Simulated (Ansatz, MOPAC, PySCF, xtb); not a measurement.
Noncovalent pair: CH3Cl (SMILES CCl) (first 5 atoms) with H2 (SMILES [H][H]); geometry from B3LYP-D3(BJ)/def2-TZVP, rigid monomers moved along the line of their centres of mass till Cl2···H7 is 3.45 Å.
(charge 0, multiplicity 1):
```xyz
7

C     -0.2693     1.0804    -0.4277
Cl    -0.1522    -0.7034    -0.2695
H     -1.1997     1.3174    -0.9347
H     -0.2559     1.5117     0.5687
H      0.5809     1.4279    -1.0066
H     -0.0825     0.4518     3.6968
H     -0.0754    -0.0042     3.1076
```

Monomers are frozen at their geometry in the pair; levels with a basis set take the counterpoise correction. Rows marked so take none.

Rows in 3-21G, STO-3G carry no dispersion term and start afresh at each structure. The state that PM7 reach isn't checked; PM7 holds dispersion and hydrogen-bond terms.

Programs: Ansatz (an electronic-structure program); MOPAC for PM7 (differences of heats of formation); PySCF for 3-21G rows, STO-3G rows, the dispersion terms; xtb for the GFN methods. Values without a source in brackets are computed.

| level | interaction energy (meV) |
|---|---|
| GFN-FF | -9.9 |
| PM7 | -16.4 |
| GFN2-xTB | -14.7 |
| HF/STO-3G (no counterpoise) | -3.5 |
| HF/aug-cc-pV(D+d)Z | -3.8 |
| PBE/def2-TZVPPD | -18.8 |
| r2SCAN/def2-TZVPPD | … |
| r2SCAN-D3(BJ)/def2-TZVPPD | -16.6 |
| B3LYP/3-21G (no counterpoise) | … |

### Question
Complete the blanks.

### Answer

- r2SCAN/def2-TZVPPD, interaction energy (meV): -10.9
- B3LYP/3-21G (no counterpoise), interaction energy (meV): -15.2
